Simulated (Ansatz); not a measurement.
`C=C[CH2][AlH][CH3]`. Total charge 0; spin multiplicity 1.

Z-matrix (Å, degrees):
```
Al
C 1 1.955
C 1 2.179 2 110.1
C 1 2.398 2 117.1 3 -36.9
C 1 2.057 2 121.9 3 42.4
H 1 1.584 2 125.3 3 -156.6
H 2 1.093 1 112.5 3 -16.3
H 2 1.095 1 110.6 3 -136.2
H 2 1.094 1 111.6 3 104.9
H 3 1.090 1 111.6 2 6.1
H 4 1.082 1 125.1 2 -23.9
H 4 1.085 1 91.5 2 -149.1
H 5 1.083 1 123.9 2 28.9
H 5 1.088 1 104.2 2 162.1
```

Task: What are the harmonic wavenumbers in cm⁻¹ at PBE0-D4/def2-TZVP (Ansatz, finite differences of forces, unscaled)? (Best estimate.)

Result: The calculation gave: 77, 109, 140, 166, 358, 433, 443, 496, 561, 648, 658, 709, 739, 778, 838, 892, 944, 1026, 1062, 1222, 1225, 1303, 1426, 1444, 1448, 1479, 1595, 1920, 3038, 3114, 3125, 3130, 3141, 3159, 3230, 3259.

Task: Is this a minimum?

Result: Yes, all 36 modes are real.

Task: Give the ideal-gas thermochemistry at 298.15 K and 1 bar (rigid rotor, harmonic oscillator; point group C1, symmetry number 1).

Result: Zero-point energy 295.1 kJ/mol; H(298) − E = 318.0 kJ/mol; entropy 353.2 J/(mol·K), of which translation 164.1, rotation 110.3, vibration 78.7; G(298) − E = 212.7 kJ/mol. Modes under 100 cm⁻¹ are hindered rotations or soft bends, so the harmonic entropy is rough.

Task: Rotational constants (cm⁻¹)?

Result: 0.2052, 0.09554, 0.08523.
